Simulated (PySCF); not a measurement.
B(OH)2(NH2) (BH4NO2), SMILES OB(N)O.

Geometry: B3LYP-D3(BJ)/def2-SVP. Other conformers were not sampled.

All values below come from B3LYP-D3(BJ)/def2-SVP (PySCF 2.14.0).

Harmonic, unscaled wavenumbers; measured fundamentals usually lie a few per cent lower.

```
mode  ν (cm⁻¹)  IR (km/mol)  Raman (Å⁴/amu)  depolarisation  moving atoms (share of kinetic energy)
----  --------  -----------  --------------  --------------  --------------------------------------
1          161          0.0             1.1            0.75                                  H 93 %
2          276        110.0             1.3            0.75                          H 79 %, N 20 %
3          389          8.8             0.1            0.75           O 40 %, H 35 %, N 16 %, B 9 %
4          417        330.0             3.6            0.75                           H 91 %, O 8 %
5          454         20.4             1.7            0.60           O 52 %, H 25 %, N 15 %, B 8 %
6          529          0.0             1.1            0.75                                  H 99 %
7          651         49.3             0.7            0.75                          B 82 %, O 13 %
8          872          5.5             8.7            0.07                  O 62 %, N 28 %, H 10 %
9          883         24.2             0.0               –                  H 67 %, N 20 %, O 13 %
10         944        160.0             4.3            0.75                          H 86 %, O 10 %
11        1025         93.5             0.1            0.71                          H 69 %, O 23 %
12        1417        423.2             0.0               –                          B 72 %, O 22 %
13        1443        101.5             4.8            0.42                          B 49 %, H 46 %
14        1598        290.0             2.9            0.50                  H 54 %, B 23 %, N 22 %
15        3630         40.9            91.4            0.12                                  H 96 %
16        3738         34.9            54.4            0.75                           H 91 %, N 9 %
17        3893          9.4             9.8            0.75                                  H 94 %
18        3898         89.3           145.9            0.26                                  H 94 %
```
